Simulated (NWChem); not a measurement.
# TaNH2OCl2; SMILES [Ta]([NH2])([Cl])([Cl])=[O]

```xyz
7

Ta    -0.1798     0.0531     0.0000
O     -1.0811     1.5026     0.0000
Cl     1.0814    -0.0969    -1.9425
Cl     1.0814    -0.0969     1.9425
N     -1.5747    -1.3087     0.0000
H     -2.5753    -1.1258     0.0000
H     -1.3963    -2.3121     0.0000
```
Atoms are numbered in this order, from 1.

All runs: NWChem. Medium grid unless said otherwise, to which SCAN and Minnesota functionals are sensitive. All runs use the structure optimised with PBE0/def2-SVP. No frequency run checked for a minimum. def2 effective core potentials on Ta; no spin-orbit coupling. Hybrids' shares of exact exchange are those that their runs print; pure functionals count as 0. The functionals differ in more than this share.

```
row                                   share of exact exchange  highest occupied level (eV)
------------------------------------  -----------------------  ---------------------------
PBE/def2-SVP                                             0.00                        -7.34
LDA (Slater exchange, PW92)/def2-SVP                     0.00                        -7.50
B3LYP/def2-SVP                                           0.20                        -8.45
PBE0/def2-SVP                                            0.25                        -8.79
MN15/def2-SVP                                            0.44                     withheld
M05-2X/def2-SVP                                          0.56                       -10.19
```

Question: Fit a straight line of the last column on the one before it, predict the withheld value, and compare with the run.

Answer: 
1. Means of the 5 shown rows: x = 0.202, y = -8.454. Slope Σ(x − x̄)(y − ȳ)/Σ(x − x̄)² = -1.055/0.2121 = -4.976; intercept -7.449.
2. The shown rows scatter about the line by 0.072 (root mean square); the largest residual is +0.11, at PBE/def2-SVP.
3. At x = 0.44 (MN15/def2-SVP; inside the shown range) the line gives -9.64.
4. The run gives -9.51, +0.13 from the line, 1.8 times the scatter.
